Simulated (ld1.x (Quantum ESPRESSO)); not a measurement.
# Building the TM potential for phosphorus (P) (LDA (PZ), non-relativistic).

P, norm-conserving Troullier–Martins (Kleinman–Bylander form), made with ld1.x (Quantum ESPRESSO) 7.5 (LDA (PZ), non-relativistic). Core [Ne], reference 3s2 3p3. Waves: 3s (bound): rc 1.40 bohr; 3p (bound): rc 2.05 bohr; 3d channel at 0.1 Ry: rc 2.15 bohr. Local part: the d channel. Core correction: Bessel-smoothed model core inside 1.30 bohr.

All-electron outer shells of the reference configuration (LDA (PZ), non-relativistic, ld1.x):

```csv
shell,level (eV),outermost node (bohr),outermost maximum (bohr)
2p,-124.53,–,0.36
3s,-13.95,0.66,1.58
3p,-5.61,0.64,1.83
```

Task: Estimate the cutoffs (Ry, on a coarse ladder) from which the occupation-weighted sum of valence levels, in a spherical-Bessel basis at the reference potential, stays within 10 and 1 mRy of its value at 400 Ry.

Result: 21 Ry and 50 Ry.

Task: Does the potential have ghost states?

Result: No extra level below or beside the all-electron valence levels (s, p, d, f tested).

Task: Which valence shell sets the plane-wave cutoff?

Result: 3s: its level needs 45 Ry to come within 1 mRy, against 12 Ry for 3p.

Task: Tests: 3s2 3p2; 3s2 3p1; 3s2 3p0; 3s1 3p0; 3s1 3p4; 3s0 3p5; 3s2 3p3.3. Which has the largest error in its energy relative to the reference configuration, and how large is it?

Result: 3s1 3p0, with +223 meV (all-electron minus pseudo) on +111.06 eV.
